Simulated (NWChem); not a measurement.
System: C4H6ClF; SMILES [C@@H]1(C)[C@@](F)(Cl)C1

Input file for NWChem:

```
start job
memory heap 200 mb stack 900 mb global 1100 mb
geometry units angstroms noautoz
  C     -0.047195     2.259373     0.685681
  C     -0.677391     0.968349     0.239327
  C     -0.620111     0.526542    -1.218825
  C      0.175991    -0.173977    -0.182976
  F      1.510789     0.006226    -0.191533
  Cl    -0.237290    -1.811837     0.298630
  H     -0.718943     3.109200     0.490807
  H      0.169446     2.238553     1.764558
  H      0.899696     2.442490     0.158399
  H     -1.589213     0.678719     0.771761
  H     -0.050556     1.154590    -1.910733
  H     -1.483673     0.015150    -1.649542
end
basis spherical
  * library 3-21g
end
dft
  xc xcamb88 1.00 lyp 0.81 vwn_5 0.19 hfexch 1.00
  cam 0.33 cam_alpha 0.19 cam_beta 0.46
  iterations 150
  vectors input atomic output neutral.movecs
end
task dft energy
charge 1
dft
  odft
  mult 2
  vectors input atomic output cation.movecs
end
task dft energy
```

Excerpt of the output:

```
             Northwest Computational Chemistry Package (NWChem) 7.3.0
             --------------------------------------------------------

 C1  symmetry detected

                             Geometry "geometry" -> ""
                             -------------------------

 Output coordinates in angstroms (scale by  1.889725989 to convert to a.u.)

  No.       Tag          Charge          X              Y              Z
 ---- ---------------- ---------- -------------- -------------- --------------
    1 C                    6.0000    -0.06949980     2.24969898     0.69116841
    2 C                    6.0000    -0.68404472     0.95491537     0.23401218
    3 C                    6.0000    -0.60860013     0.51895685    -1.22507314
    4 C                    6.0000     0.18333328    -0.17843649    -0.18393318
    5 F                    9.0000     1.51653599     0.01333167    -0.17868312
    6 Cl                  17.0000    -0.22042570    -1.82155953     0.28771953
    7 H                    1.0000    -0.74665300     3.09439284     0.49271689
    8 H                    1.0000     0.13669804     2.22680678     1.77204804
    9 H                    1.0000     0.88090300     2.44292426     0.17390715
   10 H                    1.0000    -1.59850739     0.65546617     0.75639046
   11 H                    1.0000    -0.03774570     1.15443293    -1.90908281
   12 H                    1.0000    -1.46341380     0.00169580    -1.66610923

 Effective nuclear repulsion energy (a.u.)     300.7180158089

                                 NWChem DFT Module
                                 -----------------

 Summary of "ao basis" -> "ao basis" (spherical)
 ------------------------------------------------------------------------------
       Tag                 Description            Shells   Functions and Types
 ---------------- ------------------------------  ------  ---------------------
 C                           3-21g                   5        9   3s2p
 F                           3-21g                   5        9   3s2p
 Cl                          3-21g                   7       13   4s3p
 H                           3-21g                   2        2   2s

            General Information
            -------------------
          SCF calculation type: DFT
          Wavefunction type:  closed shell.
          No. of atoms     :    12
          No. of electrons :    56
           Alpha electrons :    28
            Beta electrons :    28
          Charge           :     0
          Spin multiplicity:     1
          Use of symmetry is: off; symmetry adaption is: off
          Maximum number of iterations: 150
          AO basis - number of functions:    70
                     number of shells:    44
          Convergence on energy requested:  1.00D-06
          Convergence on density requested:  1.00D-05
          Convergence on gradient requested:  5.00D-04

              XC Information
              --------------
                     Hartree-Fock (Exact) Exchange  1.000
                   CAM-Becke88 Exchange Functional  1.000
                      VWN V Correlation Functional  0.190 local
              Lee-Yang-Parr Correlation Functional  0.810

           Range-Separation Parameters
           ---------------------------
           Alpha           :  0.19
           Beta            :  0.46
           Gamma           :  0.33
           Short-Range HF  :     F

             Grid Information
             ----------------
          Grid used for XC integration:  medium
          Radial quadrature: Mura-Knowles
          Angular quadrature: Lebedev.
          Tag              B.-S. Rad. Rad. Pts. Rad. Cut. Ang. Pts.
          ---              ---------- --------- --------- ---------
          C                   0.70       49          10.0       434
          F                   0.50       49          10.0       434
          Cl                  1.00       88          11.0       590
          H                   0.35       45          12.0       434
          Grid pruning is: on
          Number of quadrature shells:   603
          Spatial weights used:  Erf1

      Superposition of Atomic Density Guess
      -------------------------------------

 Sum of atomic energies:        -708.97385406

      Non-variational initial energy
      ------------------------------

 Total energy =    -712.328397
 1-e energy   =   -1574.009214
 2-e energy   =     560.962801
 HOMO         =      -0.262270
 LUMO         =       0.111116

   convergence    iter        energy       DeltaE   RMS-Dens  Diis-err
 ---------------- ----- ----------------- --------- --------- ---------
 d= 0,ls=0.0,diis     1   -712.1788808533 -1.01D+03  2.15D-02  1.11D+00
 d= 0,ls=0.0,diis     2   -712.2159609748 -3.71D-02  1.19D-02  8.74D-01
 d= 0,ls=0.0,diis     3   -712.3039403770 -8.80D-02  1.67D-03  3.22D-02
 d= 0,ls=0.0,diis     4   -712.3066306581 -2.69D-03  6.01D-04  2.93D-03
 d= 0,ls=0.0,diis     5   -712.3068559225 -2.25D-04  1.75D-04  8.50D-05
  Resetting Diis
 d= 0,ls=0.0,diis     6   -712.3068658902 -9.97D-06  6.00D-05  9.48D-06
 d= 0,ls=0.0,diis     7   -712.3068672204 -1.33D-06  1.11D-05  1.44D-07
 d= 0,ls=0.0,diis     8   -712.3068672453 -2.49D-08  3.65D-06  7.44D-08

         Total DFT energy =     -712.306867245318
      One electron energy =    -1576.843270597237
           Coulomb energy =      626.266834519525
    Exchange-Corr. energy =      -62.448446976541
 Nuclear repulsion energy =      300.718015808935

 Numeric. integr. density =       55.999986241881

                       DFT Final Molecular Orbital Analysis
                       ------------------------------------

 Vector   26  Occ=2.000000D+00  E=-3.866142D-01
              MO Center= -2.6D-02, -1.3D+00,  1.6D-01, r^2= 2.6D+00
   Bfn.  Coefficient  Atom+Function         Bfn.  Coefficient  Atom+Function
  ----- ------------  ---------------      ----- ------------  ---------------
    52      0.558263   6 Cl px               56      0.422213   6 Cl px
    48     -0.256673   6 Cl px               44      0.236602   5 F  py
    40      0.211882   5 F  py               14     -0.087359   2 C  pz
    18     -0.079239   2 C  pz               45     -0.076628   5 F  pz
    21     -0.073191   3 C  px               41     -0.069416   5 F  pz

 Vector   27  Occ=2.000000D+00  E=-3.651845D-01
              MO Center= -3.3D-01,  1.8D-01, -1.2D-01, r^2= 3.8D+00
   Bfn.  Coefficient  Atom+Function         Bfn.  Coefficient  Atom+Function
  ----- ------------  ---------------      ----- ------------  ---------------
    14      0.240470   2 C  pz               22     -0.231571   3 C  py
    18      0.230095   2 C  pz               53     -0.227384   6 Cl py
    26     -0.213115   3 C  py               52      0.212989   6 Cl px
    56      0.191339   6 Cl px               33      0.171823   4 C  s
    57     -0.155464   6 Cl py               23     -0.137903   3 C  pz

 Vector   28  Occ=2.000000D+00  E=-3.347892D-01
              MO Center= -9.4D-02, -3.4D-01, -5.1D-02, r^2= 3.3D+00
   Bfn.  Coefficient  Atom+Function         Bfn.  Coefficient  Atom+Function
  ----- ------------  ---------------      ----- ------------  ---------------
    54      0.366098   6 Cl pz               58      0.315032   6 Cl pz
    32     -0.277699   4 C  pz               24      0.264543   3 C  s
    15     -0.249908   2 C  s                45      0.215346   5 F  pz
    17      0.207074   2 C  py               41      0.191636   5 F  pz
    13      0.178681   2 C  py               27      0.176232   3 C  pz

 Vector   29  Occ=0.000000D+00  E= 8.557202D-02
              MO Center= -3.2D-01, -7.3D-01, -4.6D-02, r^2= 3.4D+00
   Bfn.  Coefficient  Atom+Function         Bfn.  Coefficient  Atom+Function
  ----- ------------  ---------------      ----- ------------  ---------------
    33      1.137416   4 C  s                57     -0.817845   6 Cl py
    55     -0.647443   6 Cl s                35     -0.586486   4 C  py
    66     -0.444245  10 H  s                70     -0.407972  12 H  s
    34     -0.358818   4 C  px               31     -0.328985   4 C  py
    53     -0.330265   6 Cl py               16     -0.284464   2 C  px

 Vector   30  Occ=0.000000D+00  E= 1.666511D-01
              MO Center= -3.0D-01,  5.3D-01,  2.7D-02, r^2= 5.2D+00
   Bfn.  Coefficient  Atom+Function         Bfn.  Coefficient  Atom+Function
  ----- ------------  ---------------      ----- ------------  ---------------
     6      1.223328   1 C  s                33     -0.979973   4 C  s
    66     -0.765195  10 H  s                70     -0.591021  12 H  s
    62     -0.550138   8 H  s                60     -0.525238   7 H  s
    17     -0.432279   2 C  py               68      0.427318  11 H  s
    26     -0.423931   3 C  py               15      0.408252   2 C  s

 Vector   31  Occ=0.000000D+00  E= 1.808245D-01
              MO Center= -3.2D-01,  1.1D+00, -6.4D-01, r^2= 4.5D+00
   Bfn.  Coefficient  Atom+Function         Bfn.  Coefficient  Atom+Function
  ----- ------------  ---------------      ----- ------------  ---------------
    24      1.240339   3 C  s                68     -1.000294  11 H  s
    62     -0.691706   8 H  s                70     -0.651142  12 H  s
    26      0.512960   3 C  py               18      0.474854   2 C  pz
     7      0.457316   1 C  px               64     -0.435208   9 H  s
     6      0.371991   1 C  s                36     -0.343642   4 C  pz

     Multipole analysis of the density
     ---------------------------------

     L   x y z        total         alpha         beta         nuclear
     -   - - -        -----         -----         ----         -------
     0   0 0 0     -0.000000    -28.000000    -28.000000     56.000000

     1   1 0 0     -0.505606     -0.252803     -0.252803     -0.000000
     1   0 1 0      0.831652      0.415826      0.415826      0.000000
     1   0 0 1     -0.192985     -0.096492     -0.096492      0.000000

     2   2 0 0    -32.257326    -74.758099    -74.758099    117.258872
     2   1 1 0      0.242532      1.708175      1.708175     -3.173818
     2   1 0 1      0.090976     -1.444060     -1.444060      2.979097
     2   0 2 0    -32.194068   -223.786744   -223.786744    415.379419
     2   0 1 1      0.366521     -3.934379     -3.934379      8.235280
     2   0 0 2    -30.583895    -59.043074    -59.043074     87.502252

                                 NWChem DFT Module
                                 -----------------

            General Information
            -------------------
          SCF calculation type: DFT
          Wavefunction type:  spin polarized.
          No. of atoms     :    12
          No. of electrons :    55
           Alpha electrons :    28
            Beta electrons :    27
          Charge           :     1
          Spin multiplicity:     2
          Use of symmetry is: off; symmetry adaption is: off
          Maximum number of iterations: 150
          This is a Direct SCF calculation.
          AO basis - number of functions:    70
                     number of shells:    44
          Convergence on energy requested:  1.00D-06
          Convergence on density requested:  1.00D-05
          Convergence on gradient requested:  5.00D-04

              XC Information
              --------------
                     Hartree-Fock (Exact) Exchange  1.000
                   CAM-Becke88 Exchange Functional  1.000
                      VWN V Correlation Functional  0.190 local
              Lee-Yang-Parr Correlation Functional  0.810

           Range-Separation Parameters
           ---------------------------
           Alpha           :  0.19
           Beta            :  0.46
           Gamma           :  0.33
           Short-Range HF  :     F

             Grid Information
             ----------------
          Grid used for XC integration:  medium
          Radial quadrature: Mura-Knowles
          Angular quadrature: Lebedev.
          Tag              B.-S. Rad. Rad. Pts. Rad. Cut. Ang. Pts.
          ---              ---------- --------- --------- ---------
          C                   0.70       49          10.0       434
          F                   0.50       49          10.0       434
          Cl                  1.00       88          11.0       590
          H                   0.35       45          12.0       434
          Grid pruning is: on
          Number of quadrature shells:   603
          Spatial weights used:  Erf1

      Superposition of Atomic Density Guess
      -------------------------------------

 Sum of atomic energies:        -708.97385406

 Renormalizing density from      56.00 to     55

      Non-variational initial energy
      ------------------------------

 Total energy =    -704.076597
 1-e energy   =   -1545.901906
 2-e energy   =     541.107293
 HOMO         =      -0.553004
 LUMO         =      -0.188763

   convergence    iter        energy       DeltaE   RMS-Dens  Diis-err
 ---------------- ----- ----------------- --------- --------- ---------
 d= 0,ls=0.0,diis     1   -711.7379012934 -1.01D+03  1.45D-02  4.57D-01
                                                     1.51D-02  4.51D-01
 d= 0,ls=0.0,diis     2   -711.6623242548  7.56D-02  9.55D-03  6.56D-01
                                                     9.37D-03  6.53D-01
 d= 0,ls=0.0,diis     3   -711.9282456714 -2.66D-01  1.20D-03  7.10D-03
                                                     1.42D-03  7.77D-03
 d= 0,ls=0.0,diis     4   -711.9322724255 -4.03D-03  4.49D-04  7.25D-04
                                                     4.32D-04  7.45D-04
 d= 0,ls=0.0,diis     5   -711.9326893120 -4.17D-04  1.54D-04  9.95D-05
                                                     2.22D-04  8.62D-05
  Resetting Diis
 d= 0,ls=0.0,diis     6   -711.9327670221 -7.77D-05  9.36D-05  2.68D-05
                                                     1.22D-04  2.78D-05
 d= 0,ls=0.0,diis     7   -711.9327985417 -3.15D-05  5.93D-05  4.34D-06
                                                     7.95D-05  4.05D-06
 d= 0,ls=0.0,diis     8   -711.9328078552 -9.31D-06  1.80D-05  2.41D-06
                                                     3.46D-05  3.83D-06
 d= 0,ls=0.0,diis     9   -711.9328111044 -3.25D-06  3.82D-05  7.45D-07
                                                     8.31D-05  9.20D-07
 d= 0,ls=0.0,diis    10   -711.9328154230 -4.32D-06  1.55D-05  2.81D-07
                                                     2.95D-05  3.11D-07
 d= 0,ls=0.0,diis    11   -711.9328162044 -7.81D-07  8.10D-06  2.21D-08
                                                     2.73D-05  7.02D-08
 d= 0,ls=0.0,diis    12   -711.9328166786 -4.74D-07  7.72D-06  3.46D-08
                                                     2.07D-05  4.05D-08
 d= 0,ls=0.0,diis    13   -711.9328169142 -2.36D-07  2.49D-06  5.60D-09
                                                     1.11D-05  1.43D-08
 d= 0,ls=0.0,diis    14   -711.9328170061 -9.19D-08  3.48D-06  2.44D-09
                                                     1.64D-05  8.46D-09
 d= 0,ls=0.0,diis    15   -711.9328170938 -8.77D-08  2.85D-06  4.27D-09
                                                     1.22D-05  4.14D-09
 d= 0,ls=0.0,diis    16   -711.9328171269 -3.31D-08  1.07D-06  4.91D-10
                                                     4.53D-06  5.11D-10

         Total DFT energy =     -711.932817126909
      One electron energy =    -1563.194965724619
           Coulomb energy =      612.565951433269
    Exchange-Corr. energy =      -62.021818644494
 Nuclear repulsion energy =      300.718015808935

 Numeric. integr. density =       54.999986677614

                    DFT Final Alpha Molecular Orbital Analysis
                    ------------------------------------------

[...]
```

Level: CAM-B3LYP/3-21G, vertical spin-unrestricted ions. The geometry was optimised at PBE0/def2-SVP.
